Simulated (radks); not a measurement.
Initial-state core-level shifts of the cobalt ion Co2+ when its valence configuration changes from [Ar] 3d7. Method: Dirac Kohn-Sham, PBE, spin-unpolarised, spherical densities, point nucleus; open shells fill j = l - 1/2 first; computed with a radial shooting solver on a logarithmic mesh with Libxc functionals. Shifts are changes of the shell-averaged eigenvalues in eV (positive: less bound).

| valence | 1s | 2s | 3s | 3p |
|---|---|---|---|---|
| 3d6 4p1 | -8.940 | -9.831 | -8.662 | -8.438 |
| 3d6.5 4s0.5 | -3.631 | -4.075 | -3.537 | -3.433 |
| 3d5 4p2 | -18.958 | -20.981 | -17.992 | -17.511 |
| 3d6 4s1 | -7.583 | -8.522 | -7.306 | -7.090 |
| 3d5 4s2 | -16.386 | -18.464 | -15.430 | -14.968 |
| 3d6.5 4p0.5 | -4.324 | -4.738 | -4.230 | -4.123 |
